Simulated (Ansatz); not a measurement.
`[CH3][Mo](=[O])(=[S])[Cl]` + H₂O → `[O]=[Mo]([OH])(=[S])[Cl]` + CH₄ at 298.15 K and 1 bar (formal hydrolysis of a Mo–C bond).

Calculated with Ansatz (gas phase, PBE0-D4/def2-TZVP geometries, no zero-point term in ΔE). CBS: MP2 limit from def2 TZ/QZ plus the TZ coupled-cluster correction, frozen cores. This one scheme is used for every species. Elements past krypton have def2 core potentials. For Mo outer-core shells are correlated without core-valence functions, which leaves a few kJ/mol of doubt a bond. One conformer a species, not always the lowest.

```csv
species,CCSD(T)/CBS energy (Eh),H − E (kJ/mol),S (J/(mol·K))
`[CH3][Mo](=[O])(=[S])[Cl]`,-1040.85015,131.7,363.4
H₂O,-76.37941,66.4,188.7
`[O]=[Mo]([OH])(=[S])[Cl]`,-1076.80343,72.3,349.9
CH₄,-40.46206,127.4,186.2
```

H − E and S are ideal-gas, rigid-rotor, harmonic terms from PBE0-D4/def2-TZVP, for one conformer and one mirror image of each species. 1 Eh = 2625.50 kJ/mol, R = 8.31446 J/(mol·K).

Problem. By hand: ΔE, ΔH, ΔS and ΔG.

Solution. ΔE = (-1076.80343) + (-40.46206) − (-1040.85015) − (-76.37941) = -0.03593 Eh = -94.3 kJ/mol. Δ(H − E) = 72.3 + 127.4 − 131.7 − 66.4 = 1.6, so ΔH = -92.7 kJ/mol. ΔS = 349.9 + 186.2 − 363.4 − 188.7 = -16.0 J/(mol·K). ΔG = -92.7 − 298.15 × (-16.0)/1000 = -87.9 kJ/mol.

Problem. By hand: the equilibrium constant, and the temperature at which ΔG would vanish if ΔH and ΔS stayed fixed.

Solution. log₁₀ K = −ΔG/(RT ln 10) = 15.4. ΔG = 0 at ΔH/ΔS = 5794 K, far beyond where these terms or the molecules hold.

ΔH outweighs TΔS. A doubt of 5 kJ/mol in ΔE shifts log₁₀ K by 0.9 here. Other conformers and mirror images would add mixing entropy, several J/(mol·K) or more a flexible species. These are equilibria of isolated gas molecules and say nothing of rates. Largest T1 diagnostic: 0.025 (customary marks: 0.02 for closed shells, 0.045 for open ones).
